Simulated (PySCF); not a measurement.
AsF3, SMILES F[As](F)F (connectivity only; charge and spin as stated), charge -1, multiplicity 2.

Geometry optimised at TPSSh-D3(BJ)/def2-SVPD. The multiplicity is an assumed one; other spin states were not compared.

The numbers are results of PBE/def2-TZVPD (PySCF), not measurements.

Gas-phase values at a fixed geometry. A positive occupied level means that this level leaves the electron formally unbound; only the finite basis holds it.

```
Property                                                            Value
------------------------------------------------  -----------------------
total energy                                          -2535.05264 hartree
point group                                                           C2v
α spin, highest occupied and lowest empty level          0.62 and 3.51 eV
β spin, highest occupied and lowest empty level         -1.56 and 1.90 eV
dipole moment about the centre of nuclear charge                   1.11 D
mean static polarisability                           50.1 bohr³ (7.42 Å³)
polarisability, principal values                   43.1, 46.3, 60.7 bohr³
⟨S²⟩                                              0.753 (pure state 0.75)
```
